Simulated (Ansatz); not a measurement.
`O[Si](O)(Cl)Cl`, relaxed with RKS PBE-D4/def2-SVP in Ansatz 0.2.0 from a rough embedded geometry. The force threshold is 0.03 eV/Å; the program also tests the step.

Total charge 0; spin multiplicity 1.

Start:

```xyz
7

O     1.207   -0.518   -0.504
Si   -0.252    0.008   -0.057
O    -0.131    1.487    0.576
Cl   -1.490    0.068   -1.588
Cl   -1.025   -1.255    1.333
H     1.155   -1.373   -1.100
H     0.536    1.582    1.340
```

```json
{"step": "1", "energy (eV)": "-37022.5540", "largest force (eV/Å)": "3.170", "largest move (Å)": "0.000"}
{"step": "2", "energy (eV)": "-37022.8520", "largest force (eV/Å)": "1.192", "largest move (Å)": "0.085"}
{"step": "3", "energy (eV)": "-37022.8834", "largest force (eV/Å)": "0.306", "largest move (Å)": "0.029"}
{"step": "4", "energy (eV)": "-37022.8875", "largest force (eV/Å)": "0.075", "largest move (Å)": "0.023"}
{"step": "5", "energy (eV)": "-37022.8894", "largest force (eV/Å)": "0.164", "largest move (Å)": "0.032"}
{"step": "6", "energy (eV)": "-37022.8895", "largest force (eV/Å)": "0.175", "largest move (Å)": "0.004"}
{"step": "7", "energy (eV)": "-37022.8933", "largest force (eV/Å)": "0.033", "largest move (Å)": "0.091"}
{"step": "8", "energy (eV)": "-37022.8940", "largest force (eV/Å)": "0.021", "largest move (Å)": "0.040"}
{"step": "9 (rejected)", "energy (eV)": "-37022.8937", "largest force (eV/Å)": "0.204", "largest move (Å)": "0.052"}
{"step": "10", "energy (eV)": "-37022.8943", "largest force (eV/Å)": "0.018", "largest move (Å)": "0.025"}
{"step": "11", "energy (eV)": "-37022.8943", "largest force (eV/Å)": "0.105", "largest move (Å)": "0.054"}
{"step": "12", "energy (eV)": "-37022.8946", "largest force (eV/Å)": "0.047", "largest move (Å)": "0.012"}
{"step": "13", "energy (eV)": "-37022.8947", "largest force (eV/Å)": "0.015", "largest move (Å)": "0.011"}
```

End:

```xyz
7

O     1.210   -0.502   -0.598
Si   -0.278    0.010   -0.079
O    -0.126    1.514    0.584
Cl   -1.629    0.197   -1.615
Cl   -1.034   -1.370    1.272
H     1.285   -1.446   -0.821
H     0.573    1.597    1.257
```

Hardware: 4 threads of an Arm Neoverse V2 on a shared host. Wall time 9 s, peak host memory 0.14 GiB.
